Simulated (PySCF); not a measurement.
**Working out the ionisation energy of Sr¹⁸⁺**

Sr¹⁸⁺ [Ar] 3d2 (3F) → Sr¹⁹⁺ [Ar] 3d1 (2D). All numbers are calculated (PySCF 2.14, scalar relativity by spin-free X2C-1e, in an uncontracted even-tempered set (19 s from 1.7 bohr⁻², ratio 2.5; 12 p from 2.2 bohr⁻², ratio 2.5; 8 d from 2.2 bohr⁻², ratio 2.5; 4 f from 7.7 bohr⁻², ratio 2.7; 3 g from 12 bohr⁻², ratio 2.7)). Frozen: [Ne]; the 31 highest virtual orbitals dropped. Energies in hartree (1 hartree = 27.21139 eV):

```
             part  Sr¹⁸⁺ (lower)  Sr¹⁹⁺ (upper)
              UHF   -3004.098549   -2977.614753
MP2 opposite-spin      -0.296497      -0.295970
    MP2 same-spin      -0.103822      -0.099597
```

Problem. What does Hartree-Fock give?

Solution. (-2977.614753) − (-3004.098549) = 26.483796 hartree = 720.661 eV.

Problem. What do MP2 and SCS-MP2 (6/5 opposite-spin, 1/3 same-spin) give?

Solution. The opposite-spin parts differ by 0.014 eV and the same-spin parts by 0.115 eV. MP2: 720.661 + (0.014) + (0.115) = 720.790 eV. SCS-MP2: 720.661 + 1.2 × (0.014) + (0.115)/3 = 720.716 eV.

Reference: 722 ± 3 eV (theoretical estimate listed by NIST; NIST Atomic Spectra Database, ionization energies), between the lowest levels; spin-orbit coupling is absent from the calculation.

What remains against the reference includes basis incompleteness, the frozen core and correlation beyond second order.
